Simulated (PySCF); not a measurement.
Pt (platinum, neutral) across methods

[Xe] 4f14 5d9 6p1, one real determinant (an excited configuration). Computed with PySCF 2.14 in aug-cc-pwCVDZ-PP with ECP60MDF, with a scalar-relativistic core potential.

```json
{"method": "B3LYP", "E (hartree)": "-119.2470", "mean ε 5d α (eV)": "-9.578", "mean ε 5d β (eV)": "-8.911", "mean ε 6p α (eV)": "-2.647", "Σ⟨r²⟩ (bohr²)": "64.04", "⟨S²⟩": "2.001"}
{"method": "r2SCAN", "E (hartree)": "-119.2384", "mean ε 5d α (eV)": "-8.523", "mean ε 5d β (eV)": "-7.761", "mean ε 6p α (eV)": "-2.398", "Σ⟨r²⟩ (bohr²)": "62.55", "⟨S²⟩": "2.001"}
{"method": "r2SCAN0", "E (hartree)": "-119.1879", "mean ε 5d α (eV)": "-10.051", "mean ε 5d β (eV)": "-9.257", "mean ε 6p α (eV)": "-2.858", "Σ⟨r²⟩ (bohr²)": "62.78", "⟨S²⟩": "2.001"}
{"method": "LDA", "E (hartree)": "-118.9987", "mean ε 5d α (eV)": "-8.488", "mean ε 5d β (eV)": "-7.805", "mean ε 6p α (eV)": "-2.350", "Σ⟨r²⟩ (bohr²)": "63.20", "⟨S²⟩": "2.000"}
{"method": "PBE0", "E (hartree)": "-119.1944", "mean ε 5d α (eV)": "-9.886", "mean ε 5d β (eV)": "-9.148", "mean ε 6p α (eV)": "-2.759", "Σ⟨r²⟩ (bohr²)": "63.81", "⟨S²⟩": "2.001"}
{"method": "PBE", "E (hartree)": "-119.2347", "mean ε 5d α (eV)": "-8.321", "mean ε 5d β (eV)": "-7.641", "mean ε 6p α (eV)": "-2.280", "Σ⟨r²⟩ (bohr²)": "63.79", "⟨S²⟩": "2.000"}
{"method": "UHF", "E (hartree)": "-118.36683", "mean ε 5d α (eV)": "-13.914", "mean ε 5d β (eV)": "-12.966", "mean ε 6p α (eV)": "-3.756", "Σ⟨r²⟩ (bohr²)": "67.28", "⟨S²⟩": "2.002"}
{"method": "M06", "E (hartree)": "-119.2027", "mean ε 5d α (eV)": "-9.958", "mean ε 5d β (eV)": "-9.244", "mean ε 6p α (eV)": "-2.468", "Σ⟨r²⟩ (bohr²)": "64.86", "⟨S²⟩": "2.001"}
{"method": "CAM-B3LYP", "E (hartree)": "-119.1525", "mean ε 5d α (eV)": "-11.262", "mean ε 5d β (eV)": "-10.583", "mean ε 6p α (eV)": "-3.513", "Σ⟨r²⟩ (bohr²)": "63.69", "⟨S²⟩": "2.001"}
```

⟨L²⟩ = 8.11 against 12 for a pure F term, so this real determinant mixes terms. Energies and moments cover only the electrons outside the core potential. Spin-orbit coupling, absent here, splits the open shell strongly.
